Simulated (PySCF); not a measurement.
Species: C4H5F3S (charge +1 and doublet state).
Cartesian coordinates in Å at the GFN2-xTB level; atoms count from 1:
```xyz
13
C4H5F3S angstrom
C     -1.6504    1.2990   -0.6405
C     -0.6283    0.5141   -0.2554
S      1.0086    1.0871   -0.4894
C      2.1032   -0.1699    0.1335
C     -0.8809   -0.8573    0.3690
F     -2.1690   -1.1240    0.4532
F     -0.2965   -1.8179   -0.3564
F     -0.3550   -0.9216    1.5975
H     -2.6800    0.9888   -0.5230
H     -1.4794    2.2693   -1.0813
H      1.9826   -1.1073   -0.4141
H      1.9241   -0.3643    1.1932
H      3.1167    0.2045   -0.0039
```

The hyperfine couplings belong to this conformer and change with its torsions.

As a line formula: `C=C([S+]C)C(F)(F)F` [radical] (charge +1).

Computed with UKS B3LYP, pcH-1 on C F H S, non-relativistic, mean-field spin-orbit, GIAO (PySCF 2.14.0). Isolated species at its GFN2-xTB geometry (one conformer only). A GFN2-xTB geometry isn't a minimum of the functional, and hyperfine couplings can be far from their values at a DFT geometry, by a factor of two or more for some ions and for spin on atoms past the first row. No stability test was run, so a lower SCF solution isn't excluded.

Principal values of hyperfine tensors in MHz (contact, dipolar and spin–orbit terms together), for some of the nuclei:

```tsv
atom	isotope	A1	A2	A3
H12	1H	75.80	78.28	86.57
C1	13C	-2.07	-0.85	93.11
S3	33S	-41.21	-35.19	162.60
H9	1H	-42.97	-30.20	-10.43
H10	1H	-37.34	-28.96	-10.58
C2	13C	-24.26	-23.25	-20.48
C4	13C	-15.79	-14.92	-6.79
H13	1H	-3.81	-3.69	4.18
```

(1) Split each tensor into its isotropic and traceless parts, and turn a_iso into mT with g = 2.0113.

(2) What spin density at the nucleus of H9 lies behind its contact coupling (g_N = 5.58569)?

(3) H11 (1H, g_N = 5.58569) isn't in the table. Its spin density at the nucleus is 0.01853 bohr⁻³. What is its contact coupling?

(4) Which nucleus of the table has the largest anisotropic coupling, and what is its form?

(5) What first-order splitting does S3 cause when the field lies along A1, A2 or A3 of its tensor (g taken as isotropic, no quadrupole term)?

Results:

(1) a_iso = (A1 + A2 + A3)/3, Ti = Ai − a_iso; 1 mT corresponds to 28.151 MHz. The tensors hold a spin–orbit part: the run splits a_iso into a_FC + a_SO, and T includes its anisotropic share.

| atom | a_iso (MHz) | a_FC | a_SO | a_iso (mT) | T1 | T2 | T3 |
| --- | --- | --- | --- | --- | --- | --- | --- |
| H12 | 80.22 | 80.21 | 0.01 | 2.850 | -4.41 | -1.94 | 6.35 |
| C1 | 30.06 | 30.20 | -0.14 | 1.068 | -32.13 | -30.92 | 63.05 |
| S3 | 28.74 | 28.85 | -0.11 | 1.021 | -69.94 | -63.93 | 133.87 |
| H9 | -27.87 | -27.88 | 0.01 | -0.990 | -15.10 | -2.34 | 17.44 |
| H10 | -25.63 | -25.63 | 0.00 | -0.910 | -11.71 | -3.34 | 15.05 |
| C2 | -22.66 | -23.07 | 0.41 | -0.805 | -1.60 | -0.59 | 2.18 |
| C4 | -12.50 | -12.76 | 0.26 | -0.444 | -3.29 | -2.42 | 5.71 |
| H13 | -1.11 | -1.19 | 0.08 | -0.039 | -2.70 | -2.58 | 5.29 |

(2) a_FC = (2μ0/3) gₑ μB g_N μN ρ(0)/(2S·h) = 800.24 MHz × g_N × ρ(0)/(2S), with ρ in bohr⁻³. With a_FC = -27.88 MHz and 2S = 1, ρ(0) = -0.006237 bohr⁻³. In magnitude that is 2.0 % of the 1/π = 0.318 of a free hydrogen atom.

(3) By the same relation, a_FC = 82.8 MHz. Its full tensor has the principal values 78.38, 80.84, 89.29 MHz.

(4) S3: -69.9, -63.9, 133.9 MHz (the dipolar term alone has -68.6, -65.2, 133.8), nearly axial, close to the ratio −1:−1:+2, the form that spin in one p orbital centred on that nucleus gives.

(5) 4 lines (I = 3/2), spaced by |A_i|/(g × 13.996): 1.46, 1.25, 5.78 mT along the axes of A1, A2 and A3.

Time: 83 s (with the writing of density and orbital grids); peak memory 0.96 GiB. Hardware: one thread, Arm Neoverse V2 (aarch64) (shared host).
